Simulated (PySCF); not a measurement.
A PySCF script (with the pyscf-properties extension) for the NMR shieldings of SMILES C(C#C)P(C)C1CC1, C$_{7}$H$_{11}$P, on a GFN2-xTB geometry:

```python
import basis_set_exchange as bse
import numpy as np
from pyscf import gto, dft
from pyscf.prop import nmr

atoms = """
C     3.863114    0.494989   -0.107573
C     2.734104    0.362064   -0.483842
C     1.361964    0.199105   -0.893637
P     0.205334    0.483349    0.555779
C     0.613752   -1.047854    1.510672
C    -1.316123   -0.125262   -0.278642
C    -2.195963    0.887478   -0.953749
C    -2.644437    0.244633    0.315567
H     4.858161    0.615678    0.201057
H     1.116740    0.936748   -1.664392
H     1.202796   -0.806862   -1.297553
H     0.528934   -1.940159    0.890655
H     1.631972   -0.961697    1.886331
H    -0.066678   -1.128147    2.356650
H    -1.236386   -1.105604   -0.742081
H    -1.893631    1.923973   -0.913455
H    -2.682652    0.611691   -1.877622
H    -3.443598   -0.480657    0.275489
H    -2.647207    0.845785    1.212885
"""
names = dict.fromkeys(["C", "P", "H"], "pcSseg-1")
basis = {el: gto.basis.parse(bse.get_basis(n, elements=[el], fmt="nwchem")) for el, n in names.items()}
mol = gto.M(atom=atoms, basis=basis, charge=0, verbose=0)
mf = dft.RKS(mol, xc="PBE0")
mf.grids.level = 2
mf.grids.alignment = dft.numint.BLKSIZE   # the property module wants whole blocks of grid points
mf.conv_tol = 1e-9
mf.kernel()

calc = nmr.RKS(mf)   # GIAO
C = mf.mo_coeff
Co = C[:, mf.mo_occ > 0]
resp = mf.gen_response(singlet=True, hermi=2)
def vind(x):   # induced exchange potential for any number of trial vectors
    d = np.einsum("pi,xij,qj->xpq", C, 2 * x.reshape(-1, C.shape[1], Co.shape[1]), Co, optimize=True)
    return np.einsum("xpq,pi,qj->xij", resp(d - d.transpose(0, 2, 1)), C, Co, optimize=True).ravel()
mo1, _ = nmr.rhf.solve_mo1(calc, with_cphf=vind)
sigma = calc.kernel(mo1)
for i, s in enumerate(sigma):   # ppm
    w = np.linalg.eigvalsh((s + s.T) / 2)
    print("%2d %-2s iso %8.1f  s11 %8.1f  s22 %8.1f  s33 %8.1f" % (i, mol.atom_pure_symbol(i), w.mean(), *w))
```

Task: What does it print?

Result: 
```
 0 C  iso    111.3  s11     37.9  s22     41.2  s33    254.8
 1 C  iso    101.4  s11      1.0  s22      7.6  s33    295.5
 2 C  iso    163.1  s11    148.2  s22    163.7  s33    177.4
 3 P  iso    351.2  s11    294.8  s22    354.4  s33    404.5
 4 C  iso    170.6  s11    158.6  s22    164.7  s33    188.3
 5 C  iso    170.4  s11    141.8  s22    149.0  s33    220.4
 6 C  iso    181.8  s11    151.0  s22    179.1  s33    215.2
 7 C  iso    181.8  s11    151.9  s22    179.0  s33    214.5
 8 H  iso     30.3  s11     24.8  s22     25.1  s33     41.1
 9 H  iso     29.0  s11     22.8  s22     29.7  s33     34.5
10 H  iso     29.6  s11     24.6  s22     30.5  s33     33.5
11 H  iso     30.8  s11     27.4  s22     28.6  s33     36.4
12 H  iso     30.0  s11     24.7  s22     28.5  s33     36.8
13 H  iso     30.3  s11     25.6  s22     28.0  s33     37.4
14 H  iso     31.6  s11     25.0  s22     30.0  s33     39.7
15 H  iso     31.4  s11     25.4  s22     28.8  s33     40.0
16 H  iso     31.0  s11     25.4  s22     26.2  s33     41.6
17 H  iso     31.0  s11     25.2  s22     26.2  s33     41.7
18 H  iso     31.4  s11     25.3  s22     28.7  s33     40.1
```

These numbers come from an equivalent density-fitted implementation of the same equations, which agrees with the script to about 0.01 ppm for H and up to a few tenths of a ppm for heavy atoms, so last digits may differ.

Size and cost of the density-fitted run: 198 basis functions, 16 s wall time on 1 thread of an AMD EPYC 9R45 96-Core, shared host; peak memory 0.91 GiB.
